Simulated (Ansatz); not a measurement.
CH8BGaSi, SMILES `[SiH3]B[CH2][GaH2]`. Total charge 0; spin multiplicity 1. The structure was optimised at the PBE0-D4/def2-TZVP level. It is one conformer, not always the lowest.

```xyz
12

Si    1.002   -0.929    1.315
B     0.159    0.753    0.584
C    -1.209    0.733   -0.037
Ga   -0.401    0.227   -1.838
H     2.459   -1.050    1.026
H     0.836   -0.978    2.798
H     0.340   -2.155    0.767
H     0.801    1.769    0.563
H    -1.894   -0.102    0.133
H    -1.754    1.657   -0.243
H    -1.463    0.082   -2.977
H     1.125   -0.006   -2.093
```

**Question.** What is the dipole moment at PBE/def2-TZVPP? (Best estimate.)

**Answer.** Computed: 2.13 D, with components (-1.38, 0.63, -1.51) D in this frame, pointing from negative to positive charge.

**Question.** And with r2SCAN, B3LYP, ωB97M-V? (Estimate.)

**Answer.** Ansatz gave: r2SCAN 2.07 D, B3LYP 2.02 D, ωB97M-V 2.02 D.

**Question.** Give the Mulliken charges with PBE, r2SCAN, B3LYP in def2-TZVPP. (An estimate is asked.)

**Answer.** Ansatz gave: 
| atom | PBE | r2SCAN | B3LYP |
| --- | --- | --- | --- |
| Si1 | 0.05 | 0.16 | 0.10 |
| B2 | -0.01 | 0.00 | 0.02 |
| C3 | -0.23 | -0.24 | -0.27 |
| Ga4 | 0.16 | 0.23 | 0.20 |
| H5 | -0.06 | -0.08 | -0.08 |
| H6 | -0.06 | -0.08 | -0.07 |
| H7 | -0.08 | -0.10 | -0.10 |
| H8 | 0.02 | 0.00 | 0.02 |
| H9 | 0.11 | 0.09 | 0.11 |
| H10 | 0.11 | 0.09 | 0.11 |
| H11 | -0.02 | -0.04 | -0.03 |
| H12 | 0.00 | -0.02 | -0.02 |

B3LYP here is the variant with VWN-RPA as its local correlation; programs differ in this.
